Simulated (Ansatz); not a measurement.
Species: C₃H₆F (charge -1, singlet). It need not be the lowest isomer of its formula. Whether it binds its extra electron was not tested at this geometry. 
Coordinates optimised at B3LYP-D3(BJ)/def2-TZVP (Ansatz, an electronic-structure program):
```xyz
10

C      1.6039     0.1607     0.1861
C      0.4123    -0.7559    -0.1193
C     -0.8819    -0.2817     0.5012
F     -1.3134     0.8586    -0.3920
H      1.4062     1.1616    -0.2064
H      1.7306     0.2531     1.2692
H      2.5416    -0.2023    -0.2599
H      0.3673    -0.8776    -1.2290
H      0.6150    -1.7552     0.2954
H     -1.6460    -1.0451     0.2507
```
Charge -1, spin multiplicity 1.

Total electronic energies in hartree. Valence correlation only, unless marked. Spin-orbit coupling is left out. Non-relativistic. Basis-set limits of correlation are two-point, X^-3; Hartree-Fock from the larger set. The bracket is a focal-point correction in the basis named.

```json
[
 {"level": "HF/cc-pVDZ", "program": "Ansatz", "energy (Eh)": "-216.43607"},
 {"level": "PBE/def2-TZVPD", "program": "Ansatz", "energy (Eh)": "-217.54084"},
 {"level": "BLYP-D4/def2-TZVPD", "program": "Ansatz + dftd4", "energy (Eh)": "-217.74418"},
 {"level": "BHLYP-D3(BJ)/def2-TZVPD", "program": "Ansatz + dftd3", "energy (Eh)": "-217.68464"},
 {"level": "CAM-B3LYP-D4/def2-TZVPD", "program": "Ansatz + dftd4", "energy (Eh)": "-217.71395"},
 {"level": "LC-wPBE-D4/def2-TZVPD", "program": "Ansatz + dftd4", "energy (Eh)": "-217.67620"},
 {"level": "B2GP-PLYP/def2-TZVPD", "program": "Ansatz", "energy (Eh)": "-217.58514"},
 {"level": "B2PLYP/def2-TZVPD", "program": "Ansatz", "energy (Eh)": "-217.62696"},
 {"level": "MP2/6-31G", "program": "Ansatz", "energy (Eh)": "-216.74340"},
 {"level": "MP2/6-31G*", "program": "Ansatz", "energy (Eh)": "-216.97815"},
 {"level": "MP2/aug-cc-pVDZ", "program": "Ansatz", "energy (Eh)": "-217.13887"},
 {"level": "MP2/cc-pVDZ", "program": "Ansatz", "energy (Eh)": "-217.05853"},
 {"level": "MP2/cc-pwCVTZ", "program": "Ansatz", "energy (Eh)": "-217.31576"},
 {"level": "CCSD/cc-pVDZ", "program": "Ansatz", "energy (Eh)": "-217.10452"},
 {"level": "RI-MP2/CBS(aug-cc-pVTZ,aug-cc-pVQZ)+[CCSD(T)-MP2]/aug-cc-pVTZ", "program": "Ansatz", "energy (Eh)": "-217.4961"}
]
```

Totals of different functionals don't rank their quality; only differences between species are comparable.
